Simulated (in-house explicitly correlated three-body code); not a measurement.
Computed with an exponentially correlated three-body code. Model: two electrons around a point charge, non-relativistic, variational in 260 exponentially correlated functions (energies converged to about 1e-7 hartree, or 1e-8 relative for large Z).

For two electrons in a singlet the Kohn-Sham orbital is the square root of half the density, so the exact Kohn-Sham potential and energy parts follow from the density alone, and exchange is minus half the Hartree energy. The Kohn-Sham level equals minus the binding energy of the second electron.

Command:
```bash
python run_hyl.py task.json out
```
Settings (lengths in bohr, energies in hartree):
```
Z                      3.58
interaction_strength   1
functions              260
states_tried           13
```

Run time, properties included: 40 s on 1 thread of AMD EPYC 7R13 Processor (Zen 3) (shared host).

**Converged states only, values per electron or pair.**

Given: nuclear charge 3.58.

```tsv
term	mean r (bohr)	mean r squared (bohr²)	mean inverse r (1/bohr)	mean r12 (bohr)	mean inverse r12 (1/bohr)	mean cosine	mean p1 dot p2 (bohr⁻²)	delta r1 (bohr⁻³)	delta r12 (bohr⁻³)
1 1S	0.46874	0.29769	3.2678	0.70205	1.929	-0.036727	0.36516	12.084	1.0238
2 3S	1.2095	2.4467	2.1432	2.0639	0.57252	-0.01109	0.023661	7.822	-
2 1S	1.3081	2.9299	2.122	2.2453	0.6089	-0.013783	0.028832	7.7469	0.13661
2 3P	1.1236	2.1326	2.1237	1.9105	0.64433	-0.059597	-0.51851	7.1996	-
2 1P	?	?	?	?	?	?	?	?	?
3 3S	?	?	?	?	?	?	?	?	-
3 1S	2.726	14.505	1.9362	5.0551	0.27759	-0.004338	0.0085529	7.4297	0.040071
3 3P	2.5503	12.758	1.9365	4.7122	0.28581	-0.015606	-0.12985	7.2756	-
3 1P	2.654	13.883	1.9323	4.909	0.28569	0.0048908	0.12702	7.3063	0.0082126
4 3S	4.5291	42.093	1.8742	8.6532	0.15415	-0.0014258	0.0027099	7.3603	-
4 1S	4.7266	46.035	1.8719	9.0468	0.15765	-0.0018539	0.0035943	7.3551	0.01674
4 3P	4.558	43.033	1.872	8.7129	0.16082	-0.0062898	-0.051494	7.2916	-
4 1P	4.6957	45.772	1.8702	8.9841	0.16094	0.0019867	0.052719	7.3038	0.0036073
```

(1) What belongs in the row 2 1P?

(2) What belongs in the row 3 3S?

**Electric-dipole lines between converged S and P states, rate of the upper state's decay.**

| s state | p state | p minus s (eV) | oscillator strength from s | rate (1/s) |
| --- | --- | --- | --- | --- |
| 1 1S | 2 1P | 95.373 | 0.51798 | 6.8147e+10 |
| 1 1S | 3 1P | ? | ? | ? |
| 1 1S | 4 1P | 112.09 | 0.047402 | 8.6148e+09 |
| 2 1S | 2 1P | 1.7102 | 0.16999 | 7.191e+06 |
| 2 1S | 3 1P | 14.078 | 0.28903 | 8.2857e+08 |
| 2 1S | 4 1P | 18.43 | 0.079 | 3.8813e+08 |
| 3 1S | 2 1P | -11.877 | -0.083048 | 5.0834e+08 |
| 3 1S | 3 1P | 0.491 | 0.29199 | 1.0182e+06 |
| 3 1S | 4 1P | 4.8432 | 0.30297 | 1.0279e+08 |
| 4 1S | 2 1P | -16.516 | -0.016893 | 1.9994e+08 |
| 4 1S | 3 1P | -4.1475 | -0.18158 | 1.3554e+08 |
| 4 1S | 4 1P | 0.20462 | 0.4047 | 245090 |
| 2 3S | 2 3P | 2.8802 | 0.24493 | 2.9389e+07 |
| 2 3S | 3 3P | 16.236 | 0.22959 | 8.7539e+08 |
| 2 3S | 4 3P | ? | ? | ? |
| 3 3S | 2 3P | -12.598 | -0.097707 | 6.7284e+08 |
| 3 3S | 3 3P | 0.75831 | 0.40847 | 3.3974e+06 |
| 3 3S | 4 3P | 5.3487 | 0.23682 | 9.7995e+07 |
| 4 3S | 2 3P | -17.64 | -0.018696 | 2.5245e+08 |
| 4 3S | 3 3P | -4.2846 | -0.2158 | 1.719e+08 |
| 4 3S | 4 3P | 0.30585 | 0.56112 | 759190 |

(3) What belongs in the row 1 1S 3 1P?

(4) What belongs in the row 2 3S 4 3P?

**Exact Kohn-Sham parts of the ground state from its density.**

Computed: total energy -10.734233 hartree; Kohn-Sham kinetic 10.693 hartree; Hartree energy 4.0279 hartree; exchange energy -2.0139 hartree; DFT correlation energy -0.044004 hartree; kinetic part of the DFT correlation energy 0.040896 hartree; potential part of the DFT correlation energy -0.0849 hartree; exact minus restricted Hartree-Fock -0.043994 hartree; Kohn-Sham level -117.72 eV; restricted Hartree-Fock level -118.04 eV.

(5) What is the dipole polarisability?

(6) What is the C6 of two such species?

**Functionals on the exact density and self-consistent, errors are functional minus exact, hybrids only self-consistent, a dash where a self-consistent run leaves the top level unbound.**

```
       result  exchange error (millihartree)  correlation error (millihartree)  functional driven error (millihartree)  density driven error (millihartree)  self consistent total error (millihartree)  top level plus exact binding (eV)
B3LYP VWN-RPA                              -                                 -                                       -                                    -                                     -2.0179                             14.515
      revTPSS                        -3.5185                           -5.1088                                 -8.6273                             -0.19636                                     -8.8236                             17.279
        wB97X                              -                                 -                                       -                                    -                                     -15.345                             11.943
         BLYP                         9.4082                           -4.5691                                  4.8391                              -1.5001                                       3.339                             18.573
         OLYP                         6.2562                           -4.5691                                  1.6871                              -1.4593                                     0.22783                             18.657
     LDA PW92                              ?                                 ?                                       ?                                    ?                                           ?                                  ?
         PBE0                              -                                 -                                       -                                    -                                      22.892                             13.941
       r2SCAN                        -4.4529                            2.8729                                   -1.58                             -0.30118                                     -1.8812                             17.003
        HSE06                              -                                 -                                       -                                    -                                      20.398                              14.34
         RPBE                              ?                                 ?                                       ?                                    ?                                           ?                                  ?
         AM05                         217.81                           -81.779                                  136.03                              -1.4712                                      134.56                              20.05
         TPSS                        -4.0551                            -2.509                                 -6.5641                              -0.3109                                      -6.875                              17.59
     LDA VWN5                         282.63                           -101.04                                  181.59                              -2.1863                                      179.41                             20.131
         SCAN                        -4.4529                            2.8729                                   -1.58                             -0.30118                                     -1.8812                             17.003
```

(7) What belongs in the row LDA PW92?

(8) What belongs in the row RPBE?

Answers

(1) mean r (bohr): 1.1945; mean r squared (bohr²): 2.442; mean inverse r (1/bohr): 2.1086; mean r12 (bohr): 2.0105; mean inverse r12 (1/bohr): 0.63915; mean cosine: 0.018091; mean p1 dot p2 (bohr⁻²): 0.44619; delta r1 (bohr⁻³): 7.3201; delta r12 (bohr⁻³): 0.02438.

(2) mean r (bohr): 2.5786; mean r squared (bohr²): 12.862; mean inverse r (1/bohr): 1.9419; mean r12 (bohr): 4.7642; mean inverse r12 (1/bohr): 0.26851; mean cosine: -0.0033958; mean p1 dot p2 (bohr⁻²): 0.0066256; delta r1 (bohr⁻³): 7.4448.

(3) p minus s (eV): 107.74; oscillator strength from s: 0.1214; rate (1/s): 2.0383e+10.

(4) p minus s (eV): 20.827; oscillator strength from s: 0.06679; rate (1/s): 4.1902e+08.

(5) 0.085839 bohr³.

(6) 0.023499 hartree·bohr⁶.

(7) exchange error (millihartree): 282.63; correlation error (millihartree): -100.29; functional driven error (millihartree): 182.34; density driven error (millihartree): -2.1945; self consistent total error (millihartree): 180.14; top level plus exact binding (eV): 20.142.

(8) exchange error (millihartree): -0.87351; correlation error (millihartree): -1.5713; functional driven error (millihartree): -2.4448; density driven error (millihartree): -1.2758; self consistent total error (millihartree): -3.7206; top level plus exact binding (eV): 18.757.

The density-driven part is never positive, since each functional's own density lowers its energy. Here it is small beside the functional-driven part (median ratio 0.12), the normal case. The correlation energy of density-functional theory lies 0.0099 millihartree below exact minus Hartree-Fock, because the Hartree-Fock density, unlike the exact one, minimises the Hartree-Fock energy.
